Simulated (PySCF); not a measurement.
Geometry:
```csv
atom,x (Å),y (Å),z (Å)
C1,3.402,-0.439,-0.174
C2,1.970,-0.124,-0.404
C3,1.359,0.513,-1.493
N4,0.057,0.577,-1.260
N5,-0.098,0.008,-0.091
C6,-1.385,-0.134,0.542
C7,-1.997,1.247,0.760
C8,-2.280,-1.014,-0.326
N9,1.008,-0.428,0.462
H10,3.526,-0.864,0.819
H11,3.757,-1.155,-0.915
H12,4.005,0.464,-0.258
H13,1.790,0.909,-2.388
H14,-1.187,-0.622,1.502
H15,-1.351,1.857,1.388
H16,-2.967,1.155,1.242
H17,-2.123,1.745,-0.198
H18,-1.824,-1.990,-0.473
H19,-3.247,-1.149,0.149
H20,-2.422,-0.545,-1.296
```

[PySCF 2.14: coordinates at the GFN2-xTB level; shieldings: GIAO PBE0/pcSseg-1; no relativistic terms; isolated molecule; one computed conformer; rapidly exchanging positions averaged]

References, each an isolated molecule treated in the same way: TMS for ¹³C (186.93 ppm), ¹H (31.72 ppm); ¹⁵N (267.73 ppm) vs NH3.

```
                  atoms  nucleus  count  δ (ppm)
                     N4      ¹⁵N      1        ?
                     N5      ¹⁵N      1    285.8
                     C6      ¹³C      1     57.4
            H10/H11/H12       ¹H      3        ?
                    H13       ¹H      1     7.54
                     C1      ¹³C      1     12.8
                     C2      ¹³C      1    146.2
                     C3      ¹³C      1        ?
H15/H16/H17/H18/H19/H20       ¹H      6     1.52
                     N9      ¹⁵N      1    358.9
                    H14       ¹H      1        ?
                  C7/C8      ¹³C      2     25.2
```

Estimate the values marked ?.

## Answers


- C3: 138.6 ppm, aromatic CH next to a ring nitrogen
- H14: 4.69 ppm, hydrogen on an sp3 CH bonded to N; its carbon carries N, which withdraws density
- H10/H11/H12: 2.48 ppm, hydrogen on a methyl carbon on an aromatic ring; benzylic-type position, deshielded by the ring
- N4: 356.2 ppm, pyridine-type nitrogen of an azole

Shifts are as computed. Against solution values, carbons near 30 ppm lie about +3 ppm off and those near 130 ppm about +5 ppm. Of 1211 compounds with measured shifts, 218 miss one by over three times the rms of a fit or turn the order of signals round; such compounds aren't used in these exercises. Experimental scales use liquid or dissolved standards, which lie at an offset from isolated NH3 (liquid NH3: subtract about 20 ppm). Unscaled 15N shifts of sp2 nitrogen come out 20 to 40 ppm too high even then.
